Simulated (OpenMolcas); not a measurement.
## Te4+: effect of the active space

```yaml
Program: OpenMolcas 26.06
Method: MS-CASPT2 or its RAS form, IPEA 0.25 Eh, imaginary shift 0.1 Eh
Basis: ANO-RCC-VTZP
Scalar_Hamiltonian: DKH2, point nucleus
Spin-orbit_coupling: state interaction with AMFI integrals over the reference wave functions, term energies averaged over their components
```

A. 2 electrons in 4 orbitals (5s 5p); 2S+1 = 3 even, 3 roots; 2S+1 = 1 even, 7 roots; 2S+1 = 3 odd, 3 roots; 2S+1 = 1 odd, 3 roots; closed shells correlated: 4d; CASPT2 step of the order of 1.8 core-seconds
B. 2 electrons in 8 orbitals (5s 5p 6s 6p); 2S+1 = 3 even, 3 roots; 2S+1 = 1 even, 7 roots; 2S+1 = 3 odd, 3 roots; 2S+1 = 1 odd, 3 roots; closed shells correlated: 4d; CASPT2 step about 5 core-seconds
C. 2 electrons in 9 orbitals (RAS2 5s 5p; RAS3 5d, at most 2 electrons); 2S+1 = 3 even, 3 roots; 2S+1 = 1 even, 7 roots; 2S+1 = 3 odd, 3 roots; 2S+1 = 1 odd, 3 roots; closed shells correlated: 4d; CASPT2 step about 7 core-seconds

Energies in cm⁻¹ above 5s² ¹S₀, the measured ground level; measured values from Moore, Atomic Energy Levels, vol. III, NSRDS-NBS 35 (1971 reprint of NBS Circular 467, 1958).

```json
{"Level": "5s² ¹S₀", "A": "0.0", "B": "0.0", "C": "0.0", "Measured": "0.0"}
{"Level": "5s 5p ³P°₀", "A": "75150", "B": "74840", "C": "75540", "Measured": ""}
{"Level": "5s 5p ³P°₁", "A": "77870", "B": "77550", "C": "78240", "Measured": ""}
{"Level": "5s 5p ³P°₂", "A": "85050", "B": "84740", "C": "85420", "Measured": ""}
{"Level": "5s 5p ¹P°₁", "A": "109880", "B": "109400", "C": "110320", "Measured": "111707"}
{"Level": "5p² ³P₀", "A": "176060", "B": "175810", "C": "176470", "Measured": "176248"}
{"Level": "5p² ³P₁", "A": "181560", "B": "181200", "C": "181880", "Measured": "182419"}
{"Level": "5p² ¹D₂ [53 %]", "A": "183150", "B": "182180", "C": "182650", "Measured": ""}
```

Deviations, from unrounded energies. A percentage is the sum of absolute deviations over the sum of measured energies, with the sign that they share, or ± where signs differ.

```json
{"Against measurement": "mean absolute deviation (cm-1)", "Levels": "3", "A": "960", "B": "1300", "C": "720"}
{"Against measurement": "other configurations (%)", "Levels": "3", "A": "-0.6", "B": "-0.8", "C": "±0.5"}
```

C lies closest to measurement on these levels and B furthest from it. The largest miss of C in the table is 5s 5p ¹P°₁, by -1400 cm-1. The ranking rests on the paired levels alone, and a cruder setting can come out closer through cancelling errors.

Among A to C the level of the table that moves most is 5p² ¹D₂ [53 %], by 980 cm-1 (lowest in B, highest in A). Moves below CASPT2's spread within the term are not significant.

Term energies are means over components that CASPT2 splits; among the terms shown or strongly mixed into the levels shown the widest spread is 29 cm-1 (5p² ¹D, B). Over all roots computed the reference weight is 0.90 to 0.95 in A, 0.88 to 0.95 in B; the roots of lowest weight are the least certain, and an intruder state may touch them. The ¹D term of p² mixes with s d, which this space lacks (holds for A; B). Active for correlation alone: 6p 6s; no level in the range computed is led by a configuration that fills them, so any true level of that kind is missing (holds for B). Active for correlation alone: 5d; no level in the range computed is led by a configuration that fills it, so any true level of that kind is missing (holds for C). Some terms mix strongly with configurations of 5d, whose occupation reaches 0.24 (5p² ¹D) (holds for C). Measured partners are found by configuration, term and J. A level has none where our copy of the source lacks it or the pairing is in doubt (some pairs that miss far off the trend of their configuration count as doubtful), and it then counts in no deviation. Only configurations of the active space appear. The table leaves out levels that lie high or whose names do not pair safely across all columns.

A share in square brackets marks a mixed level and gives the weight of the term that names it, the lowest over the columns. ° marks odd parity.
